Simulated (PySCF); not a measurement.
Species: C5H6F2.
InChI=1S/C5H6F2/c6-2-1-4-3-5(4)7/h1-3H2

Torsions of this conformer, `[F:1][CH2:2][CH2:3][C:4]1=[C:5]([F:6])[CH2:7]1`: F1–C2–C3–C4 177°, C2–C3–C4–C5 122°.

The closed-shell ground state was solved at several levels (PySCF, density fitting, gas phase, non-relativistic). Isolated species at its PBE0-D3(BJ)/def2-SVP geometry (one conformer only).

| level | basis functions | total energy (Eh) | HOMO (eV) | LUMO (eV) | gap (eV) | dipole (D) |
| --- | --- | --- | --- | --- | --- | --- |
| PBE0/STO-3G | 41 | -388.0910 | -4.55 | 3.93 | 8.48 | 0.29 |
| B3LYP/pcSseg-1 | 149 | -393.6856 | -6.96 | 0.21 | 7.17 | 0.78 |
| PBE0/6-31G* | 110 | -393.2858 | -6.86 | 0.89 | 7.75 | 0.62 |
| B97-D/pcSseg-1 | 149 | -393.4348 | -5.93 | -0.47 | 5.46 | 0.69 |
| PBE0/cc-pVDZ | 128 | -393.3165 | -6.96 | 0.70 | 7.66 | 0.61 |
| LDA/pcSseg-1 | 149 | -390.6278 | -6.09 | -0.84 | 5.25 | 0.73 |
| PBE0/def2-SVP | 128 | -393.0046 | -7.08 | 0.60 | 7.68 | 0.69 |
| BP86/pcSseg-1 | 149 | -393.6830 | -6.04 | -0.66 | 5.38 | 0.68 |

**Question.** Estimate the row for BLYP/pcSseg-1, a basis of 149 functions; the other rows only guide the guess.

**Answer.** Total energy -393.5788 Eh, HOMO -5.80 eV, LUMO -0.43 eV, gap 5.37 eV, dipole 0.65 D.

**Question.** Over all these levels, which gives the widest orbital gap and which the narrowest?

**Answer.** PBE0/STO-3G (global hybrid, 25 % exact exchange) has the widest, 8.48 eV, and LDA/pcSseg-1 (LDA) the narrowest, 5.25 eV. Functional and basis both differ between the two, so the spread mixes both effects.

**Question.** How much does the basis alone move the frontier levels among the 4 PBE0 rows?

**Answer.** The HOMO by 2.53 eV and the LUMO by 3.33 eV. By rising basis size (HOMO, LUMO in eV): STO-3G -4.55, 3.93; 6-31G* -6.86, 0.89; cc-pVDZ -6.96, 0.70; def2-SVP -7.08, 0.60.

**Question.** How far do the dipole and the HOMO energy spread over the levels?

**Answer.** The dipole runs from 0.29 to 0.78 D (mean 0.64 D) and the HOMO from -7.08 to -4.55 eV.

The pairwise dispersion term of B97-D wasn't added to the energies; at a given geometry it leaves orbitals and properties as they are.
